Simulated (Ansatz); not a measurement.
`BC[SiH2]F` + `BNCC` → `BN(B)CC` + `C[SiH2]F`  (ligand exchange at a B–C bond)

Isolated molecules relaxed with PBE0-D4/def2-TZVP in Ansatz; ΔE leaves out vibrations. CCSD(T)/CBS adds triple-zeta CCSD(T) − MP2 to the extrapolated MP2 energy (def2 sets, frozen cores). Functionals use def2-TZVPP. B3LYP here is the variant with VWN-RPA as its local correlation; programs differ in this. Each species was taken in one conformer, which may not be the lowest.

`BC[SiH2]F`:

Z-matrix (Å, degrees):
```
C
Si 1 1.871
B 1 1.537 2 111.4
H 1 1.096 2 103.5 3 -122.4
H 1 1.096 2 103.5 3 122.4
F 2 1.602 1 107.7 3 -179.6
H 2 1.482 1 111.8 3 -61.9
H 2 1.482 1 111.7 3 62.7
H 3 1.197 1 120.7 2 88.6
H 3 1.197 1 120.7 2 -88.5
```

`BNCC`:

```xyz
12

B    -0.886   -1.761   -0.387
N    -0.078   -0.879    0.308
C     0.665    0.239   -0.234
C     0.202    1.573    0.321
H    -1.447   -2.630    0.215
H    -1.000   -1.630   -1.573
H     0.015   -0.979    1.308
H     0.541    0.215   -1.319
H     1.734    0.106   -0.032
H     0.314    1.608    1.408
H     0.790    2.392   -0.100
H    -0.850    1.745    0.085
```

`BN(B)CC`:

Z-matrix (Å, degrees):
```
C
C 1 1.515
N 1 1.468 2 111.8
H 1 1.092 2 110.1 3 -120.8
H 1 1.092 2 110.1 3 120.8
H 2 1.092 1 110.8 3 180.0
H 2 1.093 1 110.7 3 -59.9
H 2 1.093 1 110.7 3 59.9
B 3 1.418 1 119.5 2 -89.6
B 3 1.418 1 119.5 2 89.0
H 9 1.199 3 119.1 1 -1.6
H 9 1.193 3 119.2 1 178.6
H 10 1.199 3 119.1 1 1.7
H 10 1.193 3 119.2 1 -178.6
```

`C[SiH2]F`:

```xyz
8

C    -0.363    0.897    0.182
Si    0.299   -0.806   -0.129
F     1.298   -0.767   -1.383
H    -0.909    1.270   -0.687
H    -1.050    0.882    1.034
H     0.444    1.597    0.409
H     1.071   -1.312    1.035
H    -0.789   -1.761   -0.461
```

```
       level  ΔE (kcal/mol)
  r2SCANh-D4          -19.1
CAM-B3LYP-D4          -20.3
       B3LYP          -19.2
   CAM-B3LYP          -19.9
```

What does CCSD(T)/CBS give? (Estimate.)

Computed: -20.2 kcal/mol. The listed levels differ from it by 1.1, -0.1, 1.0, 0.3 kcal/mol.

Largest T1 diagnostic among the species: 0.012.

From PBE to PBE0 (25 % exact exchange), in def2-TZVPP and without D4, ΔE moves by −0.7 kcal/mol. At CCSD(T), def2-SVP lies −0.9 kcal/mol from the extrapolated value and def2-TZVPP −0.2 kcal/mol.
